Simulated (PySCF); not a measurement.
Structure problem from calculated spectra and properties.

Formula: C2H7BO2.

| Quantity | Value |
| --- | --- |
| UV, first state | lowest singlet excitation: 7.49 eV (166 nm, f = 0.000) [TDDFT B3LYP/def2-SVPD] |
| XPS | B1s 197.0, C1s 292.5 (×2), O1s 538.5 (×2) eV [ΔSCF SCAN, pcX-2 on the ionised atom, pcseg-1 elsewhere, spin-free X2C] |
| UV, strongest line | among the 10 lowest singlet transitions: S3 at 7.59 eV (163 nm, f = 0.186) [TDDFT B3LYP/def2-SVPD] |
| 13C NMR | chemical shifts (computed TMS as zero) by class: 57.4 (2 C) ppm [GIAO KT3/pcSseg-2] |
| Rotational structure | rotational constants A, B, C: 30.824, 2.185, 2.094 GHz [PBE0-D3(BJ)/def2-SVP] |
| Valence photoelectron | vertical ionisation energy: 10.22 eV [ΔSCF B3LYP/def2-SVPD] |
| Triplet | lowest triplet excitation (Tamm–Dancoff): 6.59 eV [TDA B3LYP/def2-SVPD] |

The electronic properties come from PySCF, for the isolated species, density fitting. Levels stand in brackets. One conformer (not necessarily the lowest) at the PBE0-D3(BJ)/def2-SVP geometry, without solvent, vibrations or thermal averaging. NMR classes are plain means over equivalent atoms (diastereotopic ones count apart unless rotation or inversion swaps them), as if these changed places fast.

**Question.** Give a SMILES that accounts for the data.

**Answer.** Numbering: `[CH3:1][O:2][BH:3][O:4][CH3:5]`. 2 carbons fall into 1 class: methoxy carbon [C1/C5] (57.4 ppm, 2 C). The core levels belong to: B1s 197.0 eV, three-coordinate boron [B3]; C1s 292.5 eV, methoxy carbon [C1/C5]; O1s 538.5 eV, boron-bound oxygen [O2/O4]. The first electron is taken from the HOMO, whose largest Löwdin shares are 0.32 on each of 2 atoms of one kind (boron-bound oxygen) and 0.08 on each of 2 atoms of one kind (methoxy carbon). By its constants the optimised geometry is an asymmetric top. Structure: `COBOC`. Computed isomers that give other values at the same levels: `CCB(O)O` (core binding energies: B1s 197.2, C1s 290.2, C1s 290.5, O1s 538.9 (×2) eV). The assignments are read from this structure; whether some other isomer fits the data as well wasn't checked.

Shape of the structure used: `[CH3:1][O:2][BH:3][O:4][CH3:5]`: C1–O2–B3–O4 180°, O2–B3–O4–C5 180°.
